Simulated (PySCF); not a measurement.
**Electron correlation in C²⁺ (carbon, charge +2)**

[He] 2s2, closed-shell 1S. All numbers are calculated (PySCF 2.14, the non-relativistic Hamiltonian (point nucleus), in def2-SVP (3s2p1d, 14 functions)). Frozen: 1s2; 2 electrons correlated.

Total MP2 correlation energy: -40.09 mhartree.

Same-spin part 0.00 and opposite-spin part -40.09 mhartree; SCS-MP2 scales them by 1/3 and 6/5 to -48.11 mhartree.

With two correlated electrons CCSD is exact within the correlated space (frozen core and kept virtual orbitals).

| level | correlation energy (mhartree) |
| --- | --- |
| CCSD | -73.14 |

Diagnostics: T1 = 0.0091, D1 = 0.0129, largest double amplitude 0.163.

Is a single reference adequate?

Not fully. A double-excitation amplitude exceeds 0.15, a sign of near-degeneracy.
